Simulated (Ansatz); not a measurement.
Consider the formal exchange of groups at the Al–Si bond: `[CH3][Al]([NH2])[SiH2][SiH3]` + `NC(O)O` → `[CH3][Al]([NH2])[NH2]` + `OC(O)[SiH2][SiH3]`.

Program: Ansatz. Geometries: PBE0-D4/def2-TZVP. ΔE: electronic, gas phase. CCSD(T)/CBS adds triple-zeta CCSD(T) − MP2 to the extrapolated MP2 energy (def2 sets, frozen cores). DFT in def2-TZVPP. B3LYP here is the variant with VWN-RPA as its local correlation; programs differ in this. Each species was taken in one conformer, which may not be the lowest.

(1) Is it downhill or uphill in electronic energy at CCSD(T)/CBS, and by how much? (An estimate is asked.)

(2) What do these levels give: r2SCAN-D4, B3LYP-D4, ωB97M-V, PBE0, B3LYP, MP2/def2-TZVPP, CCSD(T)/def2-TZVPP, HF/def2-QZVPP, MP2/def2-QZVPP, HF/CBS(def2), MP2/CBS(def2), CCSD/CBS(def2)? (Best estimate.)

Largest T1 diagnostic among the species: 0.013.

Answers

(1) Ansatz gave: Downhill: ΔE = -16.0 kcal/mol.

(2) Computed: r2SCAN-D4 -14.3, B3LYP-D4 -16.3, ωB97M-V -16.5, PBE0 -11.4, B3LYP -15.9, MP2/def2-TZVPP -16.6, CCSD(T)/def2-TZVPP -14.5, HF/def2-QZVPP -16.0, MP2/def2-QZVPP -17.6, HF/CBS(def2) -16.1, MP2/CBS(def2) -18.1, CCSD/CBS(def2) -16.4 kcal/mol.
